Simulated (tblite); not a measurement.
C₁₀H₁₆.
SMILES with atom numbers: `[CH3:1][C:2]1=[C:3]=[CH:4][CH2:5][CH2:6][CH2:7][CH2:8][CH2:9][CH2:10]1` (hydrogens: H11, H12, H13 on C1; H14 on C4; H15, H16 on C5; H17, H18 on C6; H19, H20 on C7; H21, H22 on C8; H23, H24 on C9; H25, H26 on C10)

Structure used (GFN2-xTB), in Å, numbered top down from 1:
```xyz
26
C10H16 angstrom
C      3.115   -0.193   -0.807
C      1.845   -0.127   -0.011
C      1.159    0.959    0.189
C      0.253    1.861    0.419
C     -1.025    1.972   -0.373
C     -2.112    1.112    0.302
C     -2.256   -0.315   -0.244
C     -0.966   -1.120   -0.419
C     -0.168   -1.370    0.868
C      1.337   -1.426    0.586
H      3.929   -0.563   -0.184
H      3.383    0.790   -1.188
H      2.999   -0.877   -1.648
H      0.346    2.535    1.263
H     -1.348    3.015   -0.392
H     -0.876    1.644   -1.401
H     -3.083    1.601    0.180
H     -1.911    1.077    1.375
H     -2.735   -0.258   -1.225
H     -2.934   -0.860    0.418
H     -1.230   -2.081   -0.868
H     -0.329   -0.598   -1.132
H     -0.355   -0.570    1.582
H     -0.486   -2.307    1.330
H      1.878   -1.644    1.512
H      1.551   -2.234   -0.119
```

Method: GFN2-xTB as coded in tblite; computed harmonic values from a numerical Hessian at the method's own geometry, unscaled. Errors from tens to a few hundred cm⁻¹ against measured bands are possible. One conformer, not necessarily the lowest.

Harmonic wavenumbers (cm⁻¹): 91.6, 134.4, 143.2, 165.5, 209.0, 214.7, 276.7, 300.9, 331.9, 379.3, 397.9, 447.1, 497.3, 521.6, 580.9, 722.8, 751.1, 801.2, 826.3, 872.3, 875.6, 957.1, 961.8, 990.6, 1007.1, 1020.4, 1039.6, 1079.0, 1088.1, 1107.9, 1140.2, 1150.1, 1159.6, 1184.8, 1199.3, 1218.7, 1234.3, 1253.2, 1289.7, 1306.5, 1317.0, 1322.7, 1354.7, 1365.6, 1378.7, 1398.6, 1451.9, 1472.8, 1477.6, 1483.1, 1487.0, 1492.8, 1496.1, 1497.6, 1504.7, 2075.1, 2933.4, 2946.4, 2954.9, 2957.1, 2959.8, 2968.9, 2971.9, 2978.8, 2979.6, 2989.6, 2997.5, 3004.8, 3008.1, 3015.4, 3018.4, 3043.3.

A = 2004, B = 1069, C = 801.6 MHz; mass 136.125 u (most abundant isotopes); point group C1, symmetry number 1.

What is the zero-point energy?

Half the sum of the wavenumbers: 51117 cm⁻¹ = 146.15 kcal/mol.

Give the ideal-gas entropy at 273.15 K and 1 bar in the rigid-rotor, harmonic-oscillator model (classical rotation).

Translation 40.23, rotation 29.35, vibration 24.36: S = 93.9 cal/(mol K).

And Cp and H(273.15 K) − H(0)?

Cp = 39.20 cal/(mol K), of which vibrations give 31.25 (their classical limit is 72 R = 143.1); H(273.15 K) − H(0) = 6.10 kcal/mol without the zero-point energy, 3.93 from vibrations.

How do the functions run with temperature in this model?

| T (K) | S (cal/(mol K)) | Cp (cal/(mol K)) | H − H(0) (kcal/mol) | G − H(0) (kcal/mol) | ln q(vib) |
| --- | --- | --- | --- | --- | --- |
| 150 | 75.5 | 24.1 | 2.23 | -9.10 | 1.92 |
| 250 | 90.6 | 36.1 | 5.23 | -17.42 | 4.41 |
| 298.15 | 97.5 | 42.6 | 7.12 | -21.95 | 5.69 |
| 400 | 112.0 | 56.7 | 12.18 | -32.63 | 8.50 |
| 600 | 139.7 | 80.0 | 25.97 | -57.82 | 14.33 |
| 900 | 176.8 | 103.1 | 53.71 | -105.44 | 23.17 |

q(vib) and H(0) count from the zero-point level.

Which modes carry the vibrational entropy at 273.15 K?

91.6 cm⁻¹: 3.45; 134.4 cm⁻¹: 2.71; 143.2 cm⁻¹: 2.59; 165.5 cm⁻¹: 2.32; 209.0 cm⁻¹: 1.89; 214.7 cm⁻¹: 1.85 cal/(mol K); the other 66 give 9.54 together.

Hindered rotation and anharmonicity are outside this model. Other conformers, if any are populated, would add a mixing term that is left out. The structure is chiral; the term R ln 2 for an equal mix with its mirror image is left out.
